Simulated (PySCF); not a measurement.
Compound: H₄SSn.
Bonds: S1–Sn2. Hydrogens: H3 on S1; H4, H5, H6 on Sn2.

Theory: PySCF 2.14.0, PBE0-D3(BJ)/def2-SVP geometry optimisation, gas phase, def2 core potentials past Kr.

(1) How far are the bound atoms from Sn2?

(2) List the angles at Sn2.

(3) What is the shape at Sn2?

(4) What are the other bond lengths?

(5) What are the rotational constants (commonest isotopes, rigid rotor)?

## Answers

(1) 4 atoms: H5 1.708 Å, H4 1.713 Å, H6 1.713 Å, S1 2.428 Å. The nearest atom not counted as bound is H3, at 2.86 Å.

(2) 
```
    angle  degrees  distance of the outer atoms (Å)
H4–Sn2–H5    111.3                             2.82
H5–Sn2–H6    111.2                             2.82
H4–Sn2–H6    110.3                             2.81
S1–Sn2–H6    109.7                             3.41
S1–Sn2–H4    109.6                             3.41
S1–Sn2–H5    104.7                             3.30
```

(3) Distorted tetrahedral: angles from 104.7° to 111.3°; τ4 = (360° − α − β)/141° = 0.98 with α and β the two widest (0 for a square, 1 for a tetrahedron).

(4) S1–H3 1.351 Å.

(5) A = 51681, B = 3155, C = 3120 MHz: a near-prolate asymmetric top.

Point group: Cs (every atom within 0.08 Å of its image). Charge 0, singlet. No frequency check.
